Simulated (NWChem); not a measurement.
GeH₂F₂; SMILES [F][GeH2][F]

Question: Give the equilibrium geometry at PBE0/def2-SVP (NWChem) as a list of bonds and angles, with the point group.

Answer: point group C2v; any orientation.
Bonded distances (Å): Ge1–F2 1.729, Ge1–F3 1.729, Ge1–H4 1.529, Ge1–H5 1.529. Bond angles (°): F2–Ge1–F3 105.1, F2–Ge1–H4 107.9, F2–Ge1–H5 107.9, F3–Ge1–H4 107.9, F3–Ge1–H5 107.9, H4–Ge1–H5 119.2.
